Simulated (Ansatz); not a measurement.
Si11H18, a cluster cut from hexagonal silicon, relaxed as a singlet with RKS PBE-D4/def2-SVP in Ansatz, starting from the GFN2-xTB geometry. Force threshold 0.03 eV/Å.

Start:

```xyz
29

Si    1.055   -0.614    2.575
Si    1.343    1.329    1.302
Si    2.353   -1.499   -1.170
Si    2.047    0.803   -0.898
Si   -0.715    2.444    1.274
Si    0.547    1.623   -2.495
Si   -0.451   -2.031    1.477
Si    0.502   -2.748   -0.535
Si   -2.506   -0.957    1.163
Si   -2.282    1.132    0.133
Si   -1.645    0.962   -2.111
H     2.332   -1.299    2.814
H     0.585   -0.295    3.929
H     2.366    2.187    1.923
H     3.508   -1.946   -0.377
H     2.766   -1.793   -2.549
H     3.350    1.463   -1.114
H    -1.172    2.742    2.638
H    -0.605    3.772    0.657
H     0.591    3.093   -2.513
H     1.003    1.261   -3.844
H    -0.678   -3.217    2.323
H     0.802   -4.185   -0.505
H    -0.517   -2.641   -1.593
H    -3.203   -0.813    2.450
H    -3.414   -1.810    0.383
H    -3.588    1.816    0.186
H    -1.787   -0.443   -2.529
H    -2.584    1.665   -2.994
```

```tsv
step	energy (eV)	largest force component (eV/Å)	SCF passes
1	-86877.5431	0.759	19
2	-86877.8886	0.246	18
3	-86877.9224	0.043	18
4	-86877.9263	0.018	19
```

Force components are those of the run's own axes.

End:

```
atom    x (Å)    y (Å)    z (Å)
 Si1   1.0709  -0.6180   2.5896
 Si2   1.3521   1.3381   1.3091
 Si3   2.3658  -1.5014  -1.1660
 Si4   2.0613   0.8150  -0.8891
 Si5  -0.7142   2.4673   1.2788
 Si6   0.5521   1.6355  -2.4968
 Si7  -0.4455  -2.0410   1.4859
 Si8   0.4461  -2.7366  -0.5904
 Si9  -2.5100  -0.9533   1.1747
Si10  -2.2893   1.1457   0.1320
Si11  -1.6487   0.8849  -2.1289
 H12   2.3926  -1.3237   2.7690
 H13   0.5358  -0.2555   3.9530
 H14   2.3988   2.2171   1.9520
 H15   3.5006  -1.9486  -0.2779
 H16   2.7450  -1.7877  -2.5985
 H17   3.3948   1.4891  -1.1174
 H18  -1.1784   2.7074   2.6942
 H19  -0.5735   3.8029   0.5908
 H20   0.5549   3.1431  -2.4367
 H21   1.0102   1.2159  -3.8722
 H22  -0.6893  -3.2668   2.3353
 H23   0.8160  -4.1968  -0.5028
 H24  -0.5908  -2.5896  -1.6746
 H25  -3.1670  -0.7618   2.5204
 H26  -3.4056  -1.8292   0.3331
 H27  -3.6370   1.8282   0.1705
 H28  -1.7611  -0.5624  -2.5355
 H29  -2.5868   1.6819  -3.0015
```

By distances, no bond broke or formed. The bond that changes most is Si11–H29, from 1.47 to 1.51 Å (atoms count from 1).

No frequencies were taken in this run, so the end may be a saddle point.

Run time 9 s (2 threads of AMD EPYC 7R13 on a shared host and a share (18 GiB) of an NVIDIA H100 80GB HBM3), peak host memory 0.98 GiB.
